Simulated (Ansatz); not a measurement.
ZnH₃O (SMILES [OH2+][ZnH]) (charge +1), singlet: a relaxation.

Input (in.yaml):

```yaml
crystal:
  periodic: [false, false, false]
  atoms:
    - {symbol: O, position_ang: [-0.365898, -0.619675, 0.218268]}
    - {symbol: Zn, position_ang: [0.567239, 0.978696, -0.247696]}
    - {symbol: H, position_ang: [-1.156765, -0.889822, 0.548176]}
    - {symbol: H, position_ang: [-0.146513, -1.628929, -0.135636]}
    - {symbol: H, position_ang: [1.179376, 2.161465, -0.308464]}
basis:
  gaussian: {orbitals: cc-pVDZ}
total_charge: 1
hamiltonian: {xc: hf}
relax: {f_tol: 0.002, max_steps: 80, max_displacement: 0.2}
```

Launched with

```bash
ansatz run in.yaml --threads 2 --pin off --events-out ev --progress --plain --max-ram 3481MiB
```

What Ansatz 0.2.0 printed:

```
Functional definition: HF
  name "HF"
  cite "Fock, Z. Phys. 61, 126 (1930) doi:10.1007/BF01340294"
  parent pbe
  exchange = exact_x
  correlation = 0
814 factors; integrals over basis functions are off by at most 3.0e-4 eV
mean field evaluation 1: about -50448.2394 eV, gradient 6.0e1 eV
mean field evaluation 2: about -50448.2970 eV, gradient 6.0e1 eV
mean field evaluation 4: about -50454.7204 eV, gradient 2.9e0 eV
mean field evaluation 8: about -50454.7619 eV, gradient 4.3e-1 eV
mean field -50454.76235353 eV, -1854.1783170260 hartree, gradient 2.5e-5 eV, S^2 0.000000; 0 other end points of the search recorded, 0 dependent functions left out
the calculation of the forces begins
reference -50454.76235353 eV, -1854.1783170260 hartree; 20, 20 occupied and 52, 52 virtual orbitals, 814 factors
relax step   1: F+E_penalty+E_count = -50454.76235353 eV  Δ(F+E_penalty+E_count) = +0.000e0 eV  max|allowed force component| = 5.458e0 eV/Å  Δτ_max = 0.0000 Å  (35 SCF iters, accepted)
these checks for a lower state are left out or cut short: starts, cluster_reference, orbital_swaps, neighbouring_geometries, increment
814 factors; integrals over basis functions are off by at most 4.4e-4 eV
mean field evaluation 16: about -50455.5527 eV, gradient 7.8e-1 eV
mean field -50455.55504318 eV, -1854.2074478334 hartree, gradient 2.1e-5 eV, S^2 0.000000; 0 other end points of the search recorded, 0 dependent functions left out
the calculation of the forces begins
reference -50455.55504318 eV, -1854.2074478334 hartree; 20, 20 occupied and 52, 52 virtual orbitals, 814 factors
relax step   2: F+E_penalty+E_count = -50455.55504318 eV  Δ(F+E_penalty+E_count) = -7.927e-1 eV  max|allowed force component| = 4.915e0 eV/Å  Δτ_max = 0.1958 Å  (31 SCF iters, accepted)
these checks for a lower state are left out or cut short: starts, cluster_reference, orbital_swaps, neighbouring_geometries, increment
814 factors; integrals over basis functions are off by at most 4.5e-4 eV
mean field -50455.90824663 eV, -1854.2204278205 hartree, gradient 1.3e-5 eV, S^2 0.000000; 0 other end points of the search recorded, 0 dependent functions left out
the calculation of the forces begins
reference -50455.90824663 eV, -1854.2204278205 hartree; 20, 20 occupied and 52, 52 virtual orbitals, 814 factors
relax step   3: F+E_penalty+E_count = -50455.90824663 eV  Δ(F+E_penalty+E_count) = -3.532e-1 eV  max|allowed force component| = 7.137e-2 eV/Å  Δτ_max = 0.1336 Å  (31 SCF iters, accepted)
these checks for a lower state are left out or cut short: starts, cluster_reference, orbital_swaps, neighbouring_geometries, increment
814 factors; integrals over basis functions are off by at most 4.6e-4 eV
mean field evaluation 32: about -50455.9090 eV, gradient 2.1e-3 eV
mean field -50455.90897254 eV, -1854.2204544974 hartree, gradient 1.8e-5 eV, S^2 0.000000; 0 other end points of the search recorded, 0 dependent functions left out
the calculation of the forces begins
reference -50455.90897254 eV, -1854.2204544974 hartree; 20, 20 occupied and 52, 52 virtual orbitals, 814 factors
relax step   4: F+E_penalty+E_count = -50455.90897254 eV  Δ(F+E_penalty+E_count) = -7.259e-4 eV  max|allowed force component| = 1.036e-2 eV/Å  Δτ_max = 0.0176 Å  (32 SCF iters, accepted)
these checks for a lower state are left out or cut short: starts, cluster_reference, orbital_swaps, neighbouring_geometries, increment
814 factors; integrals over basis functions are off by at most 4.6e-4 eV
mean field -50455.90898623 eV, -1854.2204550005 hartree, gradient 1.2e-5 eV, S^2 0.000000; 0 other end points of the search recorded, 0 dependent functions left out
the calculation of the forces begins
reference -50455.90898623 eV, -1854.2204550005 hartree; 20, 20 occupied and 52, 52 virtual orbitals, 814 factors
relax step   5: F+E_penalty+E_count = -50455.90898623 eV  Δ(F+E_penalty+E_count) = -1.369e-5 eV  max|allowed force component| = 8.720e-4 eV/Å  Δτ_max = 0.0018 Å  (24 SCF iters, accepted)
814 factors; integrals over basis functions are off by at most 4.6e-4 eV
mean field -50455.90898623 eV, -1854.2204550005 hartree, gradient 1.2e-5 eV, S^2 0.000000; 1 other end points of the search recorded, 0 dependent functions left out
the calculation of the forces begins
reference -50455.90898623 eV, -1854.2204550005 hartree; 20, 20 occupied and 52, 52 virtual orbitals, 814 factors
Total energy: -50455.90898623 eV, -1854.2204550005 hartree
Atom 0 at    -0.399371    -0.755296     0.143468 Å, force     0.000386     0.000724     0.000079 eV/Å
Atom 1 at     0.542038     0.960015    -0.148514 Å, force    -0.000074    -0.000505     0.000113 eV/Å
Atom 2 at    -1.228351    -0.876643     0.603296 Å, force    -0.000872     0.000224     0.000423 eV/Å
Atom 3 at    -0.110289    -1.618178    -0.148492 Å, force     0.000515    -0.000777    -0.000521 eV/Å
Atom 4 at     1.273412     2.291838    -0.375110 Å, force     0.000045     0.000334    -0.000094 eV/Å
Dipole moment:    -0.473667    -0.862942     0.146985 e Å
```

The run took about 15 s on 2 CPU threads of an Arm Neoverse N1 (shared host).
